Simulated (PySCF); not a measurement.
PySCF job for CH5AlOS, SMILES [SH][AlH][O]C, TDDFT-B3LYP/def2-SVPD. The structure is a stationary point at PBE-D3(BJ)/def2-SVP. Other conformers were not sampled.

```python
import numpy as np
from pyscf import gto, scf, dft, tdscf

mol = gto.M(
    atom='''
    Al    0.91096846    0.13841574   -0.00000000
    H     2.46996216    0.42181151    0.00000001
    O     0.40374863   -1.49210740    0.00000000
    C    -0.78999620   -2.22657139   -0.00000000
    H    -1.70243671   -1.58506318   -0.00000001
    H    -0.84284983   -2.88486301    0.89642118
    H    -0.84284982   -2.88486302   -0.89642117
    S    -0.60999402    1.73276871    0.00000000
    H     0.34547664    2.70556132    0.00000000
    ''',
    basis='def2-SVPD',
    charge=0,
    spin=0,
    symmetry=True,
    max_memory=1600,
    verbose=4,
)
mf = dft.RKS(mol, xc='b3lyp').density_fit(auxbasis='def2-universal-jkfit')
mf.grids.level = 3
mf.conv_tol = 1e-9
mf.max_cycle = 100
mf.kernel()
mf.grids = dft.Grids(mol).set(level=1).build(with_non0tab=True)  # coarser grid for the response kernel
td = tdscf.TDDFT(mf)
td.singlet = True
td.nstates = 10
td.conv_tol = 1e-4
td.kernel(x0=td.get_init_guess(mf, 15))
td.analyze()
tt = tdscf.TDA(mf)
tt.singlet = False
tt.nstates = 4
tt.conv_tol = 1e-4
tt.kernel(x0=tt.get_init_guess(mf, 9))
tt.analyze(verbose=3)
```

Log of the run:

```
PySCF version 2.14.0

[INPUT] verbose = 4
[INPUT] num. atoms = 9
[INPUT] num. electrons = 48
[INPUT] charge = 0
[INPUT] spin (= nelec alpha-beta = 2S) = 0
[INPUT] symmetry True subgroup None
[INPUT] Mole.unit = angstrom
[INPUT] Symbol           X                Y                Z      unit          X                Y                Z       unit  Magmom
[INPUT]  1 Al     0.910968460000   0.138415740000   0.000000000000 AA    1.721480897517   0.261567839929   0.000000000000 Bohr   0.0
[INPUT]  2 H      2.469962160000   0.421811510000   0.000000010000 AA    4.667552020439   0.797108230089   0.000000018897 Bohr   0.0
[INPUT]  3 O      0.403748630000  -1.492107400000   0.000000000000 AA    0.762974333868  -2.819674334437   0.000000000000 Bohr   0.0
[INPUT]  4 C     -0.789996200000  -2.226571390000   0.000000000000 AA   -1.492876457447  -4.207610123892   0.000000000000 Bohr   0.0
[INPUT]  5 H     -1.702436710000  -1.585063180000  -0.000000010000 AA   -3.217139126306  -2.995335300332  -0.000000018897 Bohr   0.0
[INPUT]  6 H     -0.842849830000  -2.884863010000   0.896421180000 AA   -1.592755342836  -5.451600995788   1.693990522459 Bohr   0.0
[INPUT]  7 H     -0.842849820000  -2.884863020000  -0.896421170000 AA   -1.592755323939  -5.451601014686  -1.693990503562 Bohr   0.0
[INPUT]  8 S     -0.609994020000   1.732768710000   0.000000000000 AA   -1.152721635422   3.274458299116   0.000000000000 Bohr   0.0
[INPUT]  9 H      0.345476640000   2.705561320000   0.000000000000 AA    0.652856232035   5.112769908017   0.000000000000 Bohr   0.0

nuclear repulsion = 195.276207462271
point group symmetry = Cs
symmetry origin: [-2.36215765e-09  2.36215758e-09  3.93692944e-10]
symmetry axis x: [ 1.00000000e+00 -1.48675359e-09  7.91972326e-10]
symmetry axis y: [-1.48675359e-09 -1.00000000e+00 -1.52468390e-12]
symmetry axis z: [-7.91972326e-10 -1.52467877e-12  1.00000000e+00]
num. orbitals of irrep A' = 92
num. orbitals of irrep A" = 42
number of shells = 58
number of NR pGTOs = 200
number of NR cGTOs = 134
basis = def2-SVPD
ecp = {}


******** <class 'pyscf.df.df_jk.DFSymAdaptedRKS'> ********
method = DFSymAdaptedRKS
initial guess = minao
damping factor = 0
level_shift factor = 0
DIIS = <class 'pyscf.scf.diis.CDIIS'>
diis_start_cycle = 1
diis_space = 8
diis_damp = 0
SCF conv_tol = 1e-09
SCF conv_tol_grad = None
SCF max_cycles = 100
direct_scf = False
XC library pyscf.dft.libxc version 7.1.2
    S. Lehtola, C. Steigemann, M. J. T. Oliveira, and M. A. L. Marques,  SoftwareX 7, 1–5 (2018)
XC functionals = b3lyp
    P. J. Stephens, F. J. Devlin, C. F. Chabalowski, and M. J. Frisch,  J. Phys. Chem. 98, 11623 (1994)
radial grids:
    Treutler-Ahlrichs [JCP 102, 346 (1995); DOI:10.1063/1.469408] (M4) radial grids

becke partition: Becke, JCP 88, 2547 (1988); DOI:10.1063/1.454033
pruning grids: <function nwchem_prune>
grids dens level: 3
symmetrized grids: True
atomic radii adjust function: <function treutler_atomic_radii_adjust>
small_rho_cutoff = 0
Freeze 0 electrons in irreps []
    48 free electrons in irreps A' A"
Set gradient conv threshold to 3.16228e-05
Initial guess from minao.
tot grids = 115304
******** <class 'pyscf.df.df.DF'> ********
auxbasis = def2-universal-jkfit
init E= -756.823369484785
HOMO (A") = -0.311284309162119  LUMO (A') = -0.0608675933712464  gap/eV = 6.81419
cycle= 1 E= -756.688758362466  delta_E= 0.135  |g|= 0.754  |ddm|=  3.7
HOMO (A') = -0.135658300165563  LUMO (A") = -0.0131170782920305  gap/eV = 3.33452
cycle= 2 E= -756.231190295504  delta_E= 0.458  |g|= 1.65  |ddm|= 3.16
HOMO (A") = -0.255358929259963  LUMO (A") = -0.0315590586105414  gap/eV = 6.08990
cycle= 3 E= -756.803205100592  delta_E= -0.572  |g|= 0.13  |ddm|= 2.13
HOMO (A") = -0.283580443838093  LUMO (A") = -0.0322464843818073  gap/eV = 6.83915
cycle= 4 E= -756.806569386133  delta_E= -0.00336  |g|= 0.0704  |ddm|= 0.292
HOMO (A") = -0.274829603991649  LUMO (A") = -0.0336946555771278  gap/eV = 6.56162
cycle= 5 E= -756.808146104564  delta_E= -0.00158  |g|= 0.00892  |ddm|= 0.124
HOMO (A") = -0.275016755831252  LUMO (A") = -0.0327160973726923  gap/eV = 6.59334
cycle= 6 E= -756.808171731978  delta_E= -2.56e-05  |g|= 0.00207  |ddm|= 0.0172
HOMO (A") = -0.275075819387304  LUMO (A") = -0.0328525541829543  gap/eV = 6.59123
cycle= 7 E= -756.808172936357  delta_E= -1.2e-06  |g|= 0.000618  |ddm|= 0.0036
HOMO (A") = -0.275037687629807  LUMO (A") = -0.0328358115721281  gap/eV = 6.59065
cycle= 8 E= -756.80817303958  delta_E= -1.03e-07  |g|= 0.000161  |ddm|= 0.000815
HOMO (A") = -0.275026839497527  LUMO (A") = -0.032827883135556  gap/eV = 6.59057
cycle= 9 E= -756.808173046713  delta_E= -7.13e-09  |g|= 2.84e-05  |ddm|= 0.000229
HOMO (A") = -0.275032809347232  LUMO (A") = -0.03282955859166  gap/eV = 6.59069
cycle= 10 E= -756.808173046951  delta_E= -2.38e-10  |g|= 4.96e-06  |ddm|= 5.33e-05
HOMO (A") = -0.275032362328036  LUMO (A") = -0.0328290853753206  gap/eV = 6.59069
Extra cycle  E= -756.808173046944  delta_E= 6.82e-12  |g|= 7.94e-06  |ddm|= 1.89e-05
converged SCF energy = -756.808173046944
tot grids = 35392


******** <class 'pyscf.tdscf.rks.TDDFT'> for <class 'pyscf.df.df_jk.DFSymAdaptedRKS'> ********
nstates = 10 singlet
deg_eia_thresh = 1.000e-03
wfnsym = None
conv_tol = 0.0001
eigh lindep = 1e-12
eigh level_shift = 0
eigh max_cycle = 100


Excitation energies (eV)
[5.8585377  5.85984679 6.03628703 6.20956353 6.48587747 6.61181347
 6.63912116 6.72168444 7.00235778 7.04160686]

** Singlet excitation energies and oscillator strengths **
Excited State   1:   A'      5.85854 eV    211.63 nm  f=0.0519
      23 -> 26        0.13130
      24 -> 25       -0.67920
Excited State   2:   A"      5.85985 eV    211.58 nm  f=0.0480
      24 -> 26        0.69528
Excited State   3:   A"      6.03629 eV    205.40 nm  f=0.0029
      23 -> 25        0.69584
Excited State   4:   A"      6.20956 eV    199.67 nm  f=0.0002
      24 -> 27        0.68324
Excited State   5:   A'      6.48588 eV    191.16 nm  f=0.0371
      21 -> 26       -0.12946
      22 -> 25        0.53527
      23 -> 26        0.41360
Excited State   6:   A'      6.61181 eV    187.52 nm  f=0.0899
      22 -> 25        0.43431
      23 -> 26       -0.53750
Excited State   7:   A"      6.63912 eV    186.75 nm  f=0.0254
      21 -> 25        0.24194
      22 -> 26        0.63174
      22 -> 27        0.10060
      24 -> 28       -0.11964
Excited State   8:   A"      6.72168 eV    184.45 nm  f=0.0197
      21 -> 25       -0.66017
      22 -> 26        0.24075
Excited State   9:   A"      7.00236 eV    177.06 nm  f=0.0026
      22 -> 26        0.11373
      24 -> 28        0.66879
      24 -> 30        0.13784
Excited State  10:   A'      7.04161 eV    176.07 nm  f=0.0070
      21 -> 26        0.32138
      23 -> 27       -0.60971

** Transition electric dipole moments (AU) **
state          X           Y           Z        Dip. S.      Osc.
  1        -0.1955      0.5688     -0.0000      0.3618      0.0519
  2        -0.0000     -0.0000      0.5783      0.3345      0.0480
  3        -0.0000      0.0000     -0.1392      0.0194      0.0029
  4        -0.0000      0.0000      0.0389      0.0015      0.0002
  5         0.4817     -0.0357      0.0000      0.2333      0.0371
  6        -0.0003      0.7450      0.0000      0.5550      0.0899
  7        -0.0000     -0.0000      0.3953      0.1563      0.0254
  8         0.0000     -0.0000      0.3458      0.1196      0.0197
  9         0.0000      0.0000     -0.1227      0.0151      0.0026
 10        -0.0416      0.1967     -0.0000      0.0404      0.0070

** Transition velocity dipole moments (imaginary part, AU) **
state          X           Y           Z        Dip. S.      Osc.
  1        -0.0420      0.1225      0.0000      0.0168      0.0519
  2        -0.0000     -0.0000      0.1233      0.0152      0.0471
  3         0.0000      0.0000     -0.0314      0.0010      0.0030
  4         0.0000     -0.0000      0.0063      0.0000      0.0001
  5         0.1148     -0.0106     -0.0000      0.0133      0.0372
  6        -0.0011      0.1849      0.0000      0.0342      0.0938
  7         0.0000     -0.0000      0.0933      0.0087      0.0238
  8        -0.0000     -0.0000      0.0802      0.0064      0.0174
  9         0.0000     -0.0000     -0.0326      0.0011      0.0028
 10        -0.0108      0.0573      0.0000      0.0034      0.0088

** Transition magnetic dipole moments (imaginary part, AU) **
state          X           Y           Z
  1        -0.0000     -0.0000     -0.3689
  2        -0.7459     -0.2900      0.0000
  3        -0.5466     -0.7108     -0.0000
  4         0.0063     -0.3423      0.0000
  5         0.0000      0.0000      0.2248
  6         0.0000     -0.0000     -0.8693
  7        -0.2245     -0.0463      0.0000
  8        -0.0045      1.2074     -0.0000
  9        -0.0161      0.0422     -0.0000
 10         0.0000     -0.0000      0.4281


******** <class 'pyscf.tdscf.rks.TDA'> for <class 'pyscf.df.df_jk.DFSymAdaptedRKS'> ********
nstates = 4 triplet
deg_eia_thresh = 1.000e-03
wfnsym = None
conv_tol = 0.0001
eigh lindep = 1e-12
eigh level_shift = 0
eigh max_cycle = 100


Excitation energies (eV)
[5.18809857 5.52817727 5.75323784 5.85899048]

** Triplet excitation energies and oscillator strengths **
Excited State   1:   A'      5.18810 eV    238.98 nm  f=0.0000
Excited State   2:   A"      5.52818 eV    224.28 nm  f=0.0000
Excited State   3:   A"      5.75324 eV    215.50 nm  f=0.0000
Excited State   4:   A'      5.85899 eV    211.61 nm  f=0.0000
```

The run converged.

Cost: very roughly 4 core-minutes.
